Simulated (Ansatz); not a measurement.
Cost and result up the ladder for Mg₄O₄ (8 atoms). The state is a singlet with charge 0. Geometry: PBE-D4/def2-SVP.

```xyz
8

Mg    1.4983    1.2770   -1.0639
Mg   -0.1652    1.5396    1.6154
Mg    0.1653   -1.5396   -1.6154
Mg   -1.4984   -1.2770    1.0639
O     1.0646    2.2490    0.4405
O    -1.3286    0.2099    2.1393
O    -1.0643   -2.2492   -0.4403
O     1.3282   -0.2097   -2.1395
```

Ansatz on 4 threads of Arm Neoverse V2 on a shared host. Times are rough, and most runs start from the orbitals of an earlier one. CAM-B3LYP-D4/def2-TZVP serves as the yardstick here, not as an exact answer. Differences are given only for rows in sets of like size (and for xTB, whose basis is part of the method), since another set adds its own error. Binding counts from free atoms at the same level (Mg singlet, O triplet; other spins of the atoms weren't run), without zero-point energy or a counterpoise term.

Correlated methods freeze 8 core orbitals; core or outer-core shells of Mg are correlated, in sets that lack core-valence functions. The rows differ in basis, and correlated rows in double-zeta sets carry the largest basis error. The structure comes from a short search, and lower isomers may exist.

Correlated methods converge slowly with the basis, most of all in double-zeta sets.

```tsv
level	functions	wall time	binding energy per atom (eV)	difference from CAM-B3LYP-D4/def2-TZVP (eV)
PBE-D4/def2-SVP	128	1.4 s	3.59	–
PBE0-D4/def2-SVP	128	2.4 s	3.36	–
PBE-D4/def2-TZVP	252	2.5 s	3.53	0.13
PBE-D4/def2-TZVPD	300	4 s	3.54	0.13
MP2/def2-TZVP	252	4.4 s	3.60	0.20
r2SCAN-D4/def2-TZVP	252	5 s	3.53	0.13
PBE0-D4/def2-TZVP	252	6 s	3.32	-0.09
CAM-B3LYP-D4/def2-TZVP (with forces)	252	7.5 s	3.40	0.00
PBE0-D4/def2-TZVPD	300	7.5 s	3.32	-0.08
r2SCAN-D4/def2-TZVPD	300	7.5 s	3.54	0.14
RPA@PBE/def2-TZVP	252	8.5 s	3.04	-0.36
PBE-QIDH/def2-TZVP	252	9 s	3.34	-0.06
CCSD(T)/def2-SVP	128	39 s	3.14	–
```
